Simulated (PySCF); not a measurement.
C7H9ClNP.
Z-matrix (Å and degrees, PBE0-D3(BJ)/def2-SVP geometry), rows numbered from 1:
```
C 
C   1  1.5285
C   2  1.5289  1  111.84
C   2  1.5178  1  111.78  3  -125.53
C   4  1.3973  2  120.24  1    60.61
N   5  1.3287  4  127.43  2   179.71
C   6  1.3140  5  120.90  4    -0.05
Cl  7  1.7451  6  115.70  5   179.81
C   7  1.3939  6  126.86  5    -0.17
P   9  1.7289  7  122.83  6     0.18
H   1  1.1000  2  111.28  3  -178.53
H   1  1.1015  2  111.51  3    61.05
H   1  1.1009  2  110.46  3   -58.33
H   2  1.1047  1  107.36  3   117.61
H   3  1.1017  2  111.32  1   -61.81
H   3  1.1010  2  110.61  1    57.82
H   3  1.1001  2  111.22  1   178.04
H   5  1.0987  4  118.36  2    -0.32
H   9  1.0931  7  118.33  6  -179.88
```

Method used: PBE0-D3(BJ)/def2-SVP geometry optimisation, gas phase in PySCF 2.14.0.

Masses are those of the commonest isotopes; rigid-rotor values at the optimised geometry. The values belong to one conformer with, in the numbering `[CH3:1][CH:2]([CH3:3])[c:4]1[cH:5][n:6][c:7]([Cl:8])[cH:9][p:10]1`, C1–C2–C4–C5 61°.

Problem. What are A, B and C (MHz)?

Solution. Ia = 224.23, Ib = 965.99, Ic = 1080.80 u·Å²; 505379 MHz·u·Å²/I gives A = 2254, B = 523.2, C = 467.6 MHz.

Problem. What kind of rotor is it?

Solution. A near-prolate asymmetric top; Ray's κ = -0.938.

Problem. Is it planar, by Δ = Ic − Ia − Ib?

Solution. Not planar: Δ = Ic − Ia − Ib = -109.42 u·Å². For a rigid frame Δ = −2 Σ m c², so Σ m c² = 54.71 u·Å² lies off the ab plane: 16.31 from hydrogen and 38.40 from heavier atoms. The atom farthest from that plane is 2.17 Å away.

Problem. Give the other two planar moments, Paa and Pbb, and the rms extents of the mass along the axes.

Solution. Paa = Σ m a² = (Ib + Ic − Ia)/2 = 911.28 and Pbb = Σ m b² = (Ia + Ic − Ib)/2 = 169.52 u·Å². With the mass M = 173.02 u, the rms extents √(P/M) along a, b and c are 2.29, 0.99, 0.56 Å.

Problem. Give the coordinates in the principal-axis frame, origin at the centre of mass.

Solution. The sense of each axis is arbitrary; atoms in the order of the calculation.
```json
{"atom": "C1", "mass (u)": "12.000", "a (Å)": "-3.240", "b (Å)": "-0.725", "c (Å)": "1.239"}
{"atom": "C2", "mass (u)": "12.000", "a (Å)": "-2.703", "b (Å)": "0.018", "c (Å)": "0.015"}
{"atom": "C3", "mass (u)": "12.000", "a (Å)": "-3.233", "b (Å)": "-0.579", "c (Å)": "-1.289"}
{"atom": "C4", "mass (u)": "12.000", "a (Å)": "-1.187", "b (Å)": "0.082", "c (Å)": "0.015"}
{"atom": "C5", "mass (u)": "12.000", "a (Å)": "-0.433", "b (Å)": "-1.094", "c (Å)": "-0.007"}
{"atom": "N6", "mass (u)": "14.003", "a (Å)": "0.891", "b (Å)": "-1.204", "c (Å)": "-0.015"}
{"atom": "C7", "mass (u)": "12.000", "a (Å)": "1.657", "b (Å)": "-0.137", "c (Å)": "-0.003"}
{"atom": "Cl8", "mass (u)": "34.969", "a (Å)": "3.376", "b (Å)": "-0.438", "c (Å)": "-0.011"}
{"atom": "C9", "mass (u)": "12.000", "a (Å)": "1.239", "b (Å)": "1.193", "c (Å)": "0.015"}
{"atom": "P10", "mass (u)": "30.974", "a (Å)": "-0.429", "b (Å)": "1.650", "c (Å)": "0.030"}
{"atom": "H11", "mass (u)": "1.008", "a (Å)": "-2.874", "b (Å)": "-0.273", "c (Å)": "2.172"}
{"atom": "H12", "mass (u)": "1.008", "a (Å)": "-2.934", "b (Å)": "-1.783", "c (Å)": "1.235"}
{"atom": "H13", "mass (u)": "1.008", "a (Å)": "-4.340", "b (Å)": "-0.699", "c (Å)": "1.252"}
{"atom": "H14", "mass (u)": "1.008", "a (Å)": "-3.068", "b (Å)": "1.059", "c (Å)": "0.075"}
{"atom": "H15", "mass (u)": "1.008", "a (Å)": "-2.914", "b (Å)": "-1.626", "c (Å)": "-1.409"}
{"atom": "H16", "mass (u)": "1.008", "a (Å)": "-4.334", "b (Å)": "-0.561", "c (Å)": "-1.305"}
{"atom": "H17", "mass (u)": "1.008", "a (Å)": "-2.869", "b (Å)": "-0.016", "c (Å)": "-2.162"}
{"atom": "H18", "mass (u)": "1.008", "a (Å)": "-0.965", "b (Å)": "-2.055", "c (Å)": "-0.019"}
{"atom": "H19", "mass (u)": "1.008", "a (Å)": "2.001", "b (Å)": "1.976", "c (Å)": "0.021"}
```

Problem. Where do the levels up to J = 5 lie, in MHz?

Solution. Above 0(0,0):
J = 1: 1(0,1) 991, 1(1,1) 2721, 1(1,0) 2777
J = 2: 2(0,2) 2971, 2(1,2) 4647, 2(1,1) 4814, 2(2,1) 10006, 2(2,0) 10007
J = 3: 3(0,3) 5938, 3(1,3) 7536, 3(1,2) 7869, 3(2,2) 12978, 3(2,1) 12985, 3(3,1) 21771, 3(3,0) 21771
J = 4: 4(0,4) 9888, 4(1,4) 11385, 4(1,3) 11941, 4(2,3) 16940, 4(2,2) 16960, 4(3,2) 25737, 4(3,1) 25737, 4(4,1) 38044, 4(4,0) 38044
J = 5: 5(0,5) 14816, 5(1,5) 16194, 5(1,4) 17027, 5(2,4) 21891, 5(2,3) 21937, 5(3,3) 30695, 5(3,2) 30696, 5(4,2) 43001, 5(4,1) 43001, 5(5,1) 58824, 5(5,0) 58824
The levels of one J sum to (2J + 1)J(J + 1)(A + B + C)/3.

Problem. Which lines would a microwave search look for?

Solution. The dipole components are |μa| = 2.64 D, |μb| = 0.74 D, |μc| = 0.01 D. Intensities carry the squares of the components, which stand as 1.00 : 0.08 : 0.00 (a : b : c). Some lines, for components of 0.1 D or more:

| type | branch | J(Ka,Kc) | MHz | lower level (cm⁻¹) |
| --- | --- | --- | --- | --- |
| b | R | 3(0,3) ← 2(1,2) | 1291 | 0.155 |
| a | R | 2(0,2) ← 1(0,1) | 1980 | 0.033 |
| a | R | 3(2,1) ← 2(2,0) | 2978 | 0.334 |
| b | R | 2(1,2) ← 1(0,1) | 3657 | 0.033 |
| a | R | 4(1,4) ← 3(1,3) | 3849 | 0.251 |
| a | R | 4(0,4) ← 3(0,3) | 3950 | 0.198 |
| a | R | 4(1,3) ← 3(1,2) | 4072 | 0.262 |
| a | R | 5(1,5) ← 4(1,4) | 4809 | 0.380 |
| b | Q | 5(2,3) ← 5(1,4) | 4910 | 0.568 |
| a | R | 5(2,4) ← 4(2,3) | 4951 | 0.565 |
| a | R | 5(2,3) ← 4(2,2) | 4977 | 0.566 |
| b | Q | 4(2,2) ← 4(1,3) | 5020 | 0.398 |
| b | R | 3(3,1) ← 2(2,0) | 11764 | 0.334 |
| b | R | 3(3,0) ← 2(2,1) | 11765 | 0.334 |
| b | R | 4(3,2) ← 3(2,1) | 12752 | 0.433 |
| b | Q | 5(5,1) ← 5(4,2) | 15823 | 1.434 |

No frequency check. Constants of a rigid frame at the computed geometry: no zero-point averaging, no centrifugal distortion. A rigid rotor knows nothing of internal rotation, which can split or shift real lines. Quadrupole hyperfine structure (14N, 35Cl) is left out.

The run took 2.3 min on one thread of an Intel Xeon 6975P-C, no GPU (shared host), and the process peaked at 0.89 GiB of memory. That covers the optimisation of the geometry.
